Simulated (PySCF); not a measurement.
## LaS: frontier orbitals

PBE0 at R = 2.395 Å; La def2-TZVPP with ECP46, S def2-TZVPP; scalar-relativistic core potentials (PySCF 2.14). State: doublet, about 0.1 electrons in the 4f shell (Mulliken). Only the outer orbitals are listed, counted within each symmetry, core potentials removing the inner ones.

```json
{"spin": "α", "orbital": "5σ", "occ.": "1", "ε (eV)": "-24.38", "on La (%)": "91", "main shells (%)": "92 La p"}
{"spin": "α", "orbital": "2π", "occ.": "1", "ε (eV)": "-24.14", "on La (%)": "100", "main shells (%)": "100 La p"}
{"spin": "α", "orbital": "2π", "occ.": "1", "ε (eV)": "-24.14", "on La (%)": "100", "main shells (%)": "100 La p"}
{"spin": "α", "orbital": "6σ", "occ.": "1", "ε (eV)": "-16.24", "on La (%)": "14", "main shells (%)": "86 S s"}
{"spin": "α", "orbital": "7σ", "occ.": "1", "ε (eV)": "-6.53", "on La (%)": "30", "main shells (%)": "68 S p, 24 La d"}
{"spin": "α", "orbital": "3π", "occ.": "1", "ε (eV)": "-6.45", "on La (%)": "25", "main shells (%)": "74 S p, 22 La d"}
{"spin": "α", "orbital": "3π", "occ.": "1", "ε (eV)": "-6.45", "on La (%)": "25", "main shells (%)": "74 S p, 22 La d"}
{"spin": "α", "orbital": "8σ", "occ.": "1", "ε (eV)": "-4.26", "on La (%)": "101", "main shells (%)": "84 La s, 13 La d"}
{"spin": "α", "orbital": "1δ", "occ.": "0", "ε (eV)": "-2.16", "on La (%)": "100", "main shells (%)": "100 La d"}
{"spin": "α", "orbital": "1δ", "occ.": "0", "ε (eV)": "-2.16", "on La (%)": "100", "main shells (%)": "100 La d"}
{"spin": "α", "orbital": "4π", "occ.": "0", "ε (eV)": "-1.63", "on La (%)": "93", "main shells (%)": "50 La p, 42 La d"}
{"spin": "β", "orbital": "5σ", "occ.": "1", "ε (eV)": "-24.18", "on La (%)": "91", "main shells (%)": "91 La p"}
{"spin": "β", "orbital": "2π", "occ.": "1", "ε (eV)": "-23.97", "on La (%)": "100", "main shells (%)": "100 La p"}
{"spin": "β", "orbital": "2π", "occ.": "1", "ε (eV)": "-23.97", "on La (%)": "100", "main shells (%)": "100 La p"}
{"spin": "β", "orbital": "6σ", "occ.": "1", "ε (eV)": "-16.29", "on La (%)": "14", "main shells (%)": "86 S s"}
{"spin": "β", "orbital": "7σ", "occ.": "1", "ε (eV)": "-6.52", "on La (%)": "28", "main shells (%)": "70 S p, 22 La d"}
{"spin": "β", "orbital": "3π", "occ.": "1", "ε (eV)": "-6.46", "on La (%)": "23", "main shells (%)": "77 S p, 19 La d"}
{"spin": "β", "orbital": "3π", "occ.": "1", "ε (eV)": "-6.46", "on La (%)": "23", "main shells (%)": "77 S p, 19 La d"}
{"spin": "β", "orbital": "8σ", "occ.": "0", "ε (eV)": "-2.26", "on La (%)": "100", "main shells (%)": "86 La s, 11 La d"}
{"spin": "β", "orbital": "1δ", "occ.": "0", "ε (eV)": "-1.59", "on La (%)": "100", "main shells (%)": "100 La d"}
{"spin": "β", "orbital": "1δ", "occ.": "0", "ε (eV)": "-1.59", "on La (%)": "100", "main shells (%)": "100 La d"}
```

Q: Which are the highest filled and the lowest empty level, where do they sit, and how wide is the gap?

A: Highest filled α 8σ at -4.26 eV (in %: 84 La s, 13 La d); lowest empty β 8σ at -2.26 eV (in %: 86 La s, 11 La d); the gap at PBE0 is 2.00 eV.

| Property | Result |
| --- | --- |
| bond order (Mayer) | 2.42 |
| ⟨S²⟩ | 0.753 |
| charge on La (Mulliken, basis-dependent) | 0.39 |
| charge on La (Löwdin, basis-dependent) | -0.26 |
| dipole moment (positive dipole means La(−)S(+)) | -6.18 D |
| polarisability along the bond | 172.2 bohr³ |
| polarisability across the bond | 209.9 bohr³ |

Shares are Mulliken populations and can fall outside 0 to 100 %.

Spin–orbit coupling is left out. The state is the lowest single determinant that the PBE0 search found; with open d or f shells the true ground state can be another one.
